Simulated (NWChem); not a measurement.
Everything below was run with NWChem. System: HAl, charge 0, spin multiplicity 1, displaced from the optimised geometry. The structure started from a generated list of species. Level: B3LYP/cc-pVDZ, VWN1-RPA local correlation, spin-restricted.

Output (cleaned and shortened):

```
             Northwest Computational Chemistry Package (NWChem) 7.3.0
             --------------------------------------------------------

                                NWChem Input Module
                                -------------------

 Scaling coordinates for geometry "geometry" by  1.889725989
 (inverse scale =  0.529177249)

                             Geometry "geometry" -> ""
                             -------------------------

 Output coordinates in angstroms (scale by  1.889725989 to convert to a.u.)

  No.       Tag          Charge          X              Y              Z
 ---- ---------------- ---------- -------------- -------------- --------------
    1 Al                  13.0000     0.00000000     0.00000000     0.12029700
    2 H                    1.0000     0.00000000     0.00000000    -3.24801300

 Effective nuclear repulsion energy (a.u.)       2.0423607794

            Nuclear Dipole moment (a.u.)
            ----------------------------
        X                 Y               Z
 ---------------- ---------------- ----------------
     0.0000000000     0.0000000000    -3.1825858031


 Summary of "ao basis" -> "" (spherical)
 ------------------------------------------------------------------------------
       Tag                 Description            Shells   Functions and Types
 ---------------- ------------------------------  ------  ---------------------
 *                          cc-pvdz                   on all atoms

                                 NWChem DFT Module
                                 -----------------

 Summary of "ao basis" -> "ao basis" (spherical)
 ------------------------------------------------------------------------------
       Tag                 Description            Shells   Functions and Types
 ---------------- ------------------------------  ------  ---------------------
 Al                         cc-pvdz                  8       18   4s3p1d
 H                          cc-pvdz                  3        5   2s1p

 Summary of "ao basis" -> "ao basis" (spherical)
 ------------------------------------------------------------------------------
       Tag                 Description            Shells   Functions and Types
 ---------------- ------------------------------  ------  ---------------------
 Al                         cc-pvdz                  8       18   4s3p1d
 H                          cc-pvdz                  3        5   2s1p
[...]
 d= 0,ls=0.5,diis    97   -242.8986171657 -4.39D-08  1.08D-05  7.43D-08     3.3
 d= 0,ls=0.5,diis    98   -242.8986171994 -3.38D-08  9.56D-06  5.47D-08     3.3

         Total DFT energy =     -242.898617225523
      One electron energy =     -340.675151170350
           Coulomb energy =      114.573635093227
    Exchange-Corr. energy =      -18.839461927840
 Nuclear repulsion energy =        2.042360779440

 Numeric. integr. density =       14.000000298309

     Total iterative time =      3.2s

                       DFT Final Molecular Orbital Analysis
                       ------------------------------------

 Vector    5  Occ=2.000000D+00  E=-2.765501D+00
              MO Center=  1.9D-08,  1.9D-08,  1.2D-01, r^2= 1.3D-01
   Bfn.  Coefficient  Atom+Function         Bfn.  Coefficient  Atom+Function
  ----- ------------  ---------------      ----- ------------  ---------------
     7      1.001354  1 Al pz

 Vector    6  Occ=2.000000D+00  E=-3.503557D-01
              MO Center= -1.4D-07, -6.7D-07,  1.7D-01, r^2= 2.1D+00
   Bfn.  Coefficient  Atom+Function         Bfn.  Coefficient  Atom+Function
  ----- ------------  ---------------      ----- ------------  ---------------
     3      0.648186  1 Al s                  4      0.417490  1 Al s
     2      0.039748  1 Al s                 13      0.026936  1 Al pz
    19      0.025722  2 H  s

 Vector    7  Occ=2.000000D+00  E=-1.698348D-01
              MO Center=  2.2D-05,  1.8D-05, -2.2D+00, r^2= 4.0D+00
   Bfn.  Coefficient  Atom+Function         Bfn.  Coefficient  Atom+Function
  ----- ------------  ---------------      ----- ------------  ---------------
    20      0.453118  2 H  s                 19      0.366396  2 H  s
    13     -0.320550  1 Al pz                10     -0.249081  1 Al pz
     3     -0.070699  1 Al s

 Vector    8  Occ=0.000000D+00  E=-1.050085D-01
              MO Center= -2.2D-05, -1.9D-05,  1.5D-01, r^2= 3.6D+00
   Bfn.  Coefficient  Atom+Function         Bfn.  Coefficient  Atom+Function
  ----- ------------  ---------------      ----- ------------  ---------------
    11      0.469147  1 Al px                 8      0.388666  1 Al px
    12      0.387041  1 Al py                 9      0.320646  1 Al py

 Vector    9  Occ=0.000000D+00  E=-1.050083D-01
              MO Center= -5.5D-08, -3.3D-07,  1.5D-01, r^2= 3.6D+00
   Bfn.  Coefficient  Atom+Function         Bfn.  Coefficient  Atom+Function
  ----- ------------  ---------------      ----- ------------  ---------------
    12      0.469147  1 Al py                 9      0.388667  1 Al py
    11     -0.387042  1 Al px                 8     -0.320646  1 Al px

 Vector   10  Occ=0.000000D+00  E=-7.806503D-02
              MO Center=  7.9D-08, -4.3D-07, -7.4D-01, r^2= 5.6D+00
   Bfn.  Coefficient  Atom+Function         Bfn.  Coefficient  Atom+Function
  ----- ------------  ---------------      ----- ------------  ---------------
    13      0.536362  1 Al pz                20      0.460293  2 H  s
    10      0.451475  1 Al pz                19      0.261966  2 H  s
     3     -0.188575  1 Al s                  4      0.076956  1 Al s
     2     -0.065024  1 Al s                 16      0.062811  1 Al d  0

 center of mass
 --------------
 x =   0.00000000 y =   0.00000000 z =  -0.00186549

 moments of inertia (a.u.)
 ------------------
          39.362311716155           0.000000000000           0.000000000000
           0.000000000000          39.362311716155           0.000000000000
           0.000000000000           0.000000000000           0.000000000000

     Multipole analysis of the density
     ---------------------------------

     L   x y z        total         alpha         beta         nuclear
     -   - - -        -----         -----         ----         -------
     0   0 0 0     -0.000000     -7.000000     -7.000000     14.000000

     1   1 0 0     -0.000083     -0.000042     -0.000042      0.000000
     1   0 1 0     -0.000066     -0.000033     -0.000033      0.000000
     1   0 0 1      2.171883      2.677234      2.677234     -3.182586

     2   2 0 0     -9.533469     -4.766734     -4.766734      0.000000
     2   1 1 0     -0.000005     -0.000003     -0.000003      0.000000
     2   1 0 1     -0.005420     -0.002710     -0.002710      0.000000
     2   0 2 0     -9.533466     -4.766733     -4.766733      0.000000
     2   0 1 1     -0.004460     -0.002230     -0.002230      0.000000
     2   0 0 2    -24.900245    -31.622660    -31.622660     38.345075

 Task  times  cpu:        3.4s     wall:        3.4s

 Total times  cpu:        3.4s     wall:        3.4s
```

**Question.** Write an NWChem input that would produce this output.

**Answer.** Several could match; the one computed here: 
```
start mol
memory heap 200 mb stack 900 mb global 1100 mb
geometry units angstroms nocenter noautoz noautosym
  Al     0.000000     0.000000     0.120297
  H      0.000000     0.000000    -3.248013
end
basis spherical
  * library cc-pvdz
end
dft
  xc b3lyp
  semidirect memsize 60000000 filesize 0
  iterations 100
end
task dft energy
```
